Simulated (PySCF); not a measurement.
Compound: C₄H₆F₄O₂.
Bonds: C1–O2, O2–C3, C3–F4, C3–O5, O5–C6, C3–C7, C7–F8, C7–F9, C7–F10. Hydrogens: H11, H12, H13 on C1; H14, H15, H16 on C6.

Vertical excitations from PySCF (density fitting, frozen core in the response, grid level 2 and gas phase unless stated; continuum runs use non-equilibrium linear response for the excitations) on a GFN2-xTB geometry. Reference run:

| settings | S1, eV (f) | S2, eV (f) | S3, eV (f) | S4, eV (f) | S5, eV (f) | S6, eV (f) | T1, eV (Tamm–Dancoff) | mean α (au) |
| --- | --- | --- | --- | --- | --- | --- | --- | --- |
| PBE0/def2-SVPD, full TDDFT, 6 singlets | 8.36 (0.004) | 8.52 (0.008) | 8.83 (0.002) | 9.02 (0.020) | 9.18 (0.023) | 9.26 (0.019) | 8.23 | 61.5 |

Task: What do these settings give: (1) PBE0/6-311G**, start guess sap, full TDDFT, 1 singlet; (2) PBE0/IGLO-II, grid level 4, level shift 0.1 Eh, full TDDFT, 12 singlets; (3) wB97X-D/def2-SVP, IEF-PCM tetrahydrofuran, full TDDFT, 12 singlets?

Result: 
```tsv
settings	S1, eV (f)	S2, eV (f)	S3, eV (f)	S4, eV (f)	S5, eV (f)	S6, eV (f)	T1, eV (Tamm–Dancoff)	mean α (au)
PBE0/6-311G**, start guess sap, full TDDFT, 1 singlet	8.87 (0.003)	–	–	–	–	–	8.65	51.4
PBE0/IGLO-II, grid level 4, level shift 0.1 Eh, full TDDFT, 12 singlets	8.90 (0.002)	9.09 (0.010)	9.24 (0.004)	9.37 (0.015)	9.59 (0.028)	9.74 (0.018)	8.63	54.0
wB97X-D/def2-SVP, IEF-PCM tetrahydrofuran, full TDDFT, 12 singlets	9.79 (0.000)	10.04 (0.022)	10.09 (0.005)	10.25 (0.040)	10.54 (0.061)	10.61 (0.029)	9.39	56.3
```

(1) S1 moves by +0.51 eV. (2) S1 moves by +0.54 eV. (3) S1 moves by +1.43 eV; functional, basis and environment change together, so the shift can't be laid on one. States are counted by energy in each run and needn't keep their character from row to row.

All basis functions are spherical, in the Pople sets too.

Task: Which orbital pairs make up S1 in each run, and how does it sit against the orbital gap?

Result: 
```json
{"settings": "PBE0/def2-SVPD, full TDDFT, 6 singlets", "S1 configurations (weight)": "H→L 0.94", "S1 (eV)": "8.36", "orbital gap (eV)": "9.53", "S1 − gap (eV)": "-1.17"}
{"settings": "PBE0/6-311G**, start guess sap, full TDDFT, 1 singlet", "S1 configurations (weight)": "H→L 0.91", "S1 (eV)": "8.87", "orbital gap (eV)": "10.19", "S1 − gap (eV)": "-1.32"}
{"settings": "PBE0/IGLO-II, grid level 4, level shift 0.1 Eh, full TDDFT, 12 singlets", "S1 configurations (weight)": "H→L 0.90", "S1 (eV)": "8.90", "orbital gap (eV)": "10.26", "S1 − gap (eV)": "-1.36"}
{"settings": "wB97X-D/def2-SVP, IEF-PCM tetrahydrofuran, full TDDFT, 12 singlets", "S1 configurations (weight)": "H→L 0.61, H→L+1 0.28", "S1 (eV)": "9.79", "orbital gap (eV)": "14.79", "S1 − gap (eV)": "-5.00"}
```

Geometry: GFN2-xTB, one conformer.

Conformer computed: `[CH3:1][O:2][C:3]([F:4])([O:5][CH3:6])[C:7]([F:8])([F:9])[F:10]`: C1–O2–C3–F4 -59°, O2–C3–O5–C6 63°, O2–C3–C7–F8 -168°.

The pairwise dispersion term of wB97X-D wasn't added to the energies; at a given geometry it leaves orbitals and properties as they are.
